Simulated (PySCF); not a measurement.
H9PSi3.

```xyz
13

Si     0.1955     1.9498     0.2244
P      0.0000     0.0000    -0.9006
Si     1.5908    -1.1442     0.2244
Si    -1.7863    -0.8056     0.2244
H      1.4828     2.5908    -0.1780
H      0.1824     1.7722     1.7106
H     -0.9445     2.8299    -0.1707
H      2.9230    -0.5970    -0.1707
H      1.5023    -2.5796    -0.1780
H      1.4436    -1.0440     1.7106
H     -1.9785    -2.2329    -0.1707
H     -2.9851    -0.0112    -0.1780
H     -1.6260    -0.7282     1.7106
```
Charge 0, spin multiplicity 1.

Geometry: PBE0-D3(BJ)/def2-SVP.

Computed with PySCF with PBE/pcSseg-1. Non-relativistic, no solvent.

Question: Give the absolute GIAO shielding of each atom: isotropic value and principal components (ppm). (Estimate from the structure and the level; the computed values follow.)

Answer: 
```csv
atom,σ(iso),σ11,σ22,σ33,span
Si1,402.7,349.1,398.9,459.9,110.8
P2,657.2,618.6,676.5,676.5,57.9
Si3,402.7,349.1,398.9,459.9,110.8
Si4,402.7,349.1,398.9,459.9,110.8
H5,26.9,23.3,24.5,33.0,9.7
H6,27.3,23.9,25.5,32.3,8.4
H7,26.9,23.3,24.5,33.0,9.7
H8,26.9,23.3,24.5,33.0,9.7
H9,26.9,23.3,24.5,33.0,9.7
H10,27.3,23.9,25.5,32.3,8.4
H11,26.9,23.3,24.5,33.0,9.7
H12,26.9,23.3,24.5,33.0,9.7
H13,27.3,23.9,25.5,32.3,8.4
```
